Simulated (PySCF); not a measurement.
BeHIO. Atoms are numbered in the order given.

```xyz
4

Be     0.0088    -1.5516     0.0000
I     -0.0023     0.6325     0.0000
O      0.0816    -2.9574     0.0000
H     -0.5640    -3.6580     0.0000
```
Charge 0, spin multiplicity 1.

Geometry: r2SCAN-D4/def2-TZVP. The def2 effective core potentials stand for the cores of I; spin–orbit coupling is left out. The values are those of a single conformer.

The numbers are results of PySCF with IEF-PCM-PBE0/def2-SVP, not measurements.

The values are the electrostatic part of the solvation free energy, E(continuum) − E(gas) at the gas-phase geometry, in a cavity of scaled van der Waals radii (PySCF's table); cavitation and dispersion terms are not included. A continuum can't describe solvent molecules that bind to the metal. In vacuum the orbital gap is 7.41 eV. The dipole moment in vacuum is 2.10 D.

| solvent | ε | ΔG(elec) (kcal/mol) | dipole (D) | gap (eV) |
|---|---|---|---|---|
| water | 78.36 | -6.4 | 2.75 | 7.79 |
| diethylether | 4.24 | -4.3 | 2.53 | 7.67 |
| chloroform | 4.71 | -4.5 | 2.55 | 7.68 |
